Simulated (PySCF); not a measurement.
Magnetic shielding above rings: a mixed set.

Definitions: NICS(0) = −σiso at the ring centroid; NICS(1) = −σiso and NICS(1)zz = −σzz at ±1 Å along the ring normal z. Level: GIAO PBE0/pcSseg-1 (PySCF, non-relativistic, gas phase) on the GFN2-xTB geometries, one conformer each. Atom numbers follow the mapped SMILES.

Task: Order these rings by mean NICS(1)zz, lowest (most negative) first (ppm).
A. ring C2–C3–N4–C5–S9 in `[O-:1][c:2]1[cH:3][n:4][c:5]([CH2:6][CH2:7][OH:8])[s:9]1` (charge -1)
B. ring C3–C4–C5–C7–O9 in `[CH3:1][NH:2][c:3]1[cH:4][c:5]([OH:6])[c:7]([S-:8])[o:9]1` (charge -1)
C. ring C5–C6–C7–C8–S9 in `[Cl:1][SiH2:2][Si@@H:3]([Cl:4])[c:5]1[cH:6][cH:7][cH:8][s:9]1`
D. ring Si2–C8–Si9–C10 in `[CH3:1][Si:2]1([CH2:3][C:4]([F:5])([F:6])[F:7])[CH2:8][SiH2:9][CH2:10]1`
E. ring N2–C3–C4–C5–C9–C10 in `[O-:1][n+:2]1[cH:3][cH:4][c:5]([CH:6]([F:7])[F:8])[cH:9][cH:10]1`
F. ring C2–C3–C4–P5–C6–P8 in `[CH3:1][c:2]1[cH:3][cH:4][p:5][c:6]([F:7])[p:8]1`

Result: C (-27.9), F (-24.4), E (-20.5), B (-18.1), A (-14.0), D (5.3).

```csv
SMILES,ring,NICS(0),NICS(1),NICS(1)zz,HOMA,rms pucker (Å),ring atoms with four or more neighbours
Cl[SiH2][Si@@H](Cl)c1cccs1,5-membered ring with S; formal bonds all aromatic,-12.4,-11.7,-27.9,0.80,0.00,0
Cc1ccpc(F)p1,6-membered ring with 2 P; formal bonds all aromatic,-8.1,-10.3,-24.4,0.87,0.00,0
[O-][n+]1ccc(C(F)F)cc1,6-membered ring with N; formal bonds all aromatic,-6.4,-8.5,-20.5,0.96,0.00,0
CNc1cc(O)c([S-])o1,5-membered ring with O; formal bonds all aromatic,-11.6,-8.2,-18.1,0.25,0.00,0
[O-]c1cnc(CCO)s1,5-membered ring with N and S; formal bonds all aromatic,-8.8,-7.1,-14.0,0.14,0.00,0
C[Si]1(CC(F)(F)F)C[SiH2]C1,4-membered ring with 2 Si; formal bonds all single,0.4,-1.0,5.3,–,0.00,4
```

NICS(0) gives another order. The isotropic NICS(1) gives the same order. Over the 5 rings with a HOMA value its correlation coefficient with NICS(1)zz is -0.77. HOMA uses Krygowski's 1993 parameters; it is left out where a ring has a four-coordinate atom, a triple bond, no multiple bond or a kind of bond without parameters. NICS(1) and NICS(1)zz are means over the two faces.
